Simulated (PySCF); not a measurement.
**NMR problem set**

- geometry: GFN2-xTB
- shieldings: GIAO PBE0/pcSseg-1
- run in PySCF 2.14.0 with density-fitted response routines
- a single conformation, no solvent model, equivalent nuclei averaged, non-relativistic

References, each an isolated molecule treated in the same way: 1H (σ = 31.72 ppm) and 13C (σ = 186.93 ppm) against TMS. Where no couplings were computed, multiplicities follow the n + 1 count of equivalent neighbours, and m marks all less simple cases (inequivalent or close neighbours, rings, F or P nearby). Shifts are as computed. Against solution values, carbons near 30 ppm lie about +3 ppm off and those near 130 ppm about +5 ppm. Of 1211 compounds with measured shifts, 218 miss one by over three times the rms of a fit or turn the order of signals round; such compounds aren't used in these exercises.

Q: C$_{9}$H$_{9}$NSi. 1H NMR (300 MHz, computed): δ 8.91 (d, 2H), 7.74 (d, 1H), 7.47 (m, 1H), 7.32 (d, 2H), 6.44 (m, 1H), 4.89 (m, 2H). 13C{1H} NMR (computed): δ 157.3 (CH), 156.5 (CH), 151.5 (C), 150.7 (CH), 150.5 (C), 136.8 (CH), 125.6 (CH). What is it?

A: `C1=C[SiH2]C(c2ccncc2)=C1`. Rings plus π bonds: 7 (2 rings in the answer). 7 carbon signals for 9 carbons: some carbons are equivalent by symmetry or fast rotation. Carbon types of the structure: 2 × C, 7 × CH, leaving 2 H on heteroatoms. δC 157.3, 150.7, 136.8: alkene CH; an sp2 carbon of a C=C bond. δC 156.5: aromatic CH next to a ring nitrogen; the adjacent pyridine-type nitrogen withdraws density from it. δC 151.5: fully substituted alkene carbon; the olefinic region. δH 8.91: hydrogen on an aromatic CH next to a ring nitrogen; ring current plus the neighbouring ring nitrogen.

This is the structure that produced the data.

Q: C$_{3}$H$_{8}$O$_{2}$Si. 1H NMR (400 MHz, computed): δ 4.95 (q, 2H), 2.13 (s, 3H), 0.45 (t, 3H). 13C{1H} NMR (computed): δ 176.6, 24.6, -3.0. Give a structure.

A: `O([SiH2]C)C(C)=O`. Rings plus π bonds: 1 (no ring in the answer). 3 carbon signals for 3 carbons: no two carbons are equivalent. Carbon types of the structure: 1 × C, 2 × CH3, leaving 2 H on heteroatoms. δC 176.6: carbonyl carbon. δC -3.0: methyl carbon bonded to Si; an electropositive neighbour leaves it electron-rich and shielded. δH 2.13: hydrogen on a methyl carbon α to a carbonyl; α to C=O. δH 0.45: hydrogen on a methyl carbon bonded to Si; an electropositive neighbour shields it, as in TMS itself.

The data come from this structure; uniqueness wasn't tested.
